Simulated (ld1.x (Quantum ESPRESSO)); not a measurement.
**Transferability test, RRKJ potential for Cr**

* Element: Cr
* Generator: ld1.x (Quantum ESPRESSO) 7.5
* Type: norm-conserving RRKJ (Kleinman–Bylander form)
* Functional: PBE
* Relativity: scalar-relativistic
* Frozen core: [Ar]
* Valence charge: 6
* Reference configuration: 3d4 4s0 4p0 (charge +2)
* Partial waves: 4p (bound, empty): rc 2.25 bohr; 3d (bound): rc 1.40 bohr; 4s (bound, empty): rc 1.70 bohr
* Local potential: the s channel
* Core correction: none
* rho0: 0.01

Energies are relative to the spin-unpolarised reference configuration 3d4 4s0 4p0; without spin polarisation the order of configurations can differ from experiment.

Give the all-electron excitation energy and the error of the potential for: 3d5 4s1 4p0; 3d5 4s0 4p0; 3d3 4s0 4p0; 3d2 4s0 4p0; 3d5.5 4s0.5 4p0; 3d4 4s1 4p1; 3d4 4s1 4p0.

```csv
valence configuration,charge,ΔE all-electron (eV),error AE − PS (meV)
3d5 4s1 4p0,0,-22.953,+128
3d5 4s0 4p0,+1,-16.053,-138
3d3 4s0 4p0,+3,30.749,-295
3d2 4s0 4p0,+4,79.109,-1120
3d5.5 4s0.5 4p0,0,-22.227,-36
3d4 4s1 4p1,0,-19.447,+226
3d4 4s1 4p0,+1,-14.966,+140
```

These tests converged, but a pseudo level misses the all-electron one widely, so the file describes the atom poorly there or has found another state: 3d2 4s0 4p0: empty 4s by 5.1 eV (a node warning on the way).

Note: ghost state, extra bound levels that the all-electron valence spectrum of the same l lacks: p at -228.3 eV. A true bound ghost makes a file unfit for plane-wave use.
